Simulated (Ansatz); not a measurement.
`F[CH2][SnH2][F]` + HCl → `F[CH2][SnH2][Cl]` + H–F  (ligand exchange at the Sn–F bond)

Calculated with Ansatz (gas phase, PBE0-D4/def2-TZVP geometries, no zero-point term in ΔE). CCSD(T)/CBS is the MP2 limit (def2-TZVPP, def2-QZVPP) plus CCSD(T) − MP2 in def2-TZVPP, frozen cores. This one scheme is used for every species. DFT in def2-TZVPP. Elements past krypton have def2 core potentials. For Sn outer-core shells are correlated without core-valence functions, which leaves a few kJ/mol of doubt a bond. Each species was taken in one conformer, which may not be the lowest.

```
           species  r2SCAN energy (Eh)
 `F[CH2][SnH2][F]`          -454.57454
               HCl          -460.78587
`F[CH2][SnH2][Cl]`          -814.92554
               H–F          -100.44665
```

Q: Work out ΔE.

A: ΔE = (-814.92554) + (-100.44665) − (-454.57454) − (-460.78587) = -0.01178 Eh = -7.4 kcal/mol. CCSD(T)/CBS gives -9.2 kcal/mol.

Largest T1 diagnostic among the species: 0.013.

The D4 term adds −1.2 kcal/mol with B3LYP and −0.7 kcal/mol with PBE0; it sums over pairs of atoms, weighted by their polarisabilities, and B3LYP, whose exchange is more repulsive, gets the larger term. From PBE to PBE0 (25 % exact exchange), in def2-TZVPP and without D4, ΔE moves by −1.7 kcal/mol.

B3LYP here is the variant with VWN-RPA as its local correlation; programs differ in this.
